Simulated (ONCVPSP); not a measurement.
Transferability test, ONCV potential for erbium

Er (Z = 68), optimised norm-conserving Vanderbilt (ONCV), made with ONCVPSP 4.0.1 (LDA (Perdew-Zunger), scalar-relativistic). Core [Kr] 4d10 4f11, reference 5s2 5p6 5d2 6s1. Waves: 5s+6s: rc 2.30 bohr, ncon 3, nbas 7, qcut 4.5 1/bohr, 3 projectors, debl 1 Ha; 5p: rc 1.75 bohr, ncon 4, nbas 7, qcut 9.8 1/bohr, 2 projectors, debl 3.5 Ha; 5d: rc 3.36 bohr, ncon 4, nbas 8, qcut 6.1 1/bohr, 3 projectors, debl 0.7 Ha. Local part: polynomial inside 1.40 bohr (lpopt 5, dvloc0 -1 Ha). Core correction: Teter function fitted to the true core (icmod 2), fcfact 0.5.

Energies are relative to the spin-unpolarised reference configuration 5s2 5p6 5d2 6s1; without spin polarisation the order of configurations can differ from experiment.

Give the all-electron excitation energy and the error of the potential for: 5s2 5p6 5d1 6s2; 5s2 5p6 5d1 6s1; 5s2 5p6 5d1 6s0; 5s2 5p6 5d1 6s1.5.

| valence configuration | charge | ΔE all-electron (eV) | error AE − PS (meV) |
| --- | --- | --- | --- |
| 5s2 5p6 5d1 6s2 | 0 | -2.458 | +0.2 |
| 5s2 5p6 5d1 6s1 | +1 | 4.800 | -4.0 |
| 5s2 5p6 5d1 6s0 | +2 | 17.851 | -5.8 |
| 5s2 5p6 5d1 6s1.5 | +0.5 | 0.481 | -1.7 |

Note: no bound ghost flagged; GHOST(+) flagged for s at 118.7 eV.
